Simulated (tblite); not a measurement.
CHCl (SMILES [CH]Cl), singlet, at a GFN2-xTB geometry; GFN1-xTB run with tblite.

The tblite input:
```
$ tblite run mol.xyz --method gfn1 --charge 0 --spin 0 --grad --json tblite.json --no-restart

# file mol.xyz
3

C     -1.02555045     0.51141695     0.04925011
Cl     0.46670147    -0.16319083    -0.01323040
H     -1.78062225    -0.29425759    -0.07058381
```

Q: What does tblite print? Leave out banner, timings and long lists.

A: 
```
xTB calculator
 | screened Coulomb repulsion
 | Coulomb electrostatics
 |  * isotropic Klopman-Ohno-Mataga-Nishimoto electrostatics
 |  * onsite third-order electrostatics
 | DFT-D3(BJ) dispersion correction

halogen bonding energy    0.0000000000000E+00 Eh
repulsion energy          3.0330731029281E-02 Eh
dispersion energy        -4.4275555369642E-04 Eh
number of electrons       1.2000000000000E+01 e
integral cutoff           1.9731147476801E+01 bohr

------------------------------------------------------------
  cycle        total energy    energy error   density error
------------------------------------------------------------
      1     -6.761718613763  -6.7916066E+00   3.2318550E-01
      2     -6.762075084627  -3.5647086E-04   1.8478439E-01
      3     -6.762078245976  -3.1613494E-06   1.8493746E-02
      4     -6.762085669630  -7.4236536E-06   1.2465277E-03
      5     -6.762086098286  -4.2865604E-07   1.1826481E-04
      6     -6.762086098401  -1.1492407E-10   6.3620607E-05
      7     -6.762086098477  -7.6165740E-11   6.2305721E-08
------------------------------------------------------------

electronic energy        -6.7919740739528E+00 Eh
total energy             -6.7620860984772E+00 Eh

Post processing:
 | Mayer-Wiberg bond orders

[Info] Tight-binding results written to 'tblite.txt'
[Info] JSON dump of results written to 'tblite.json'
```
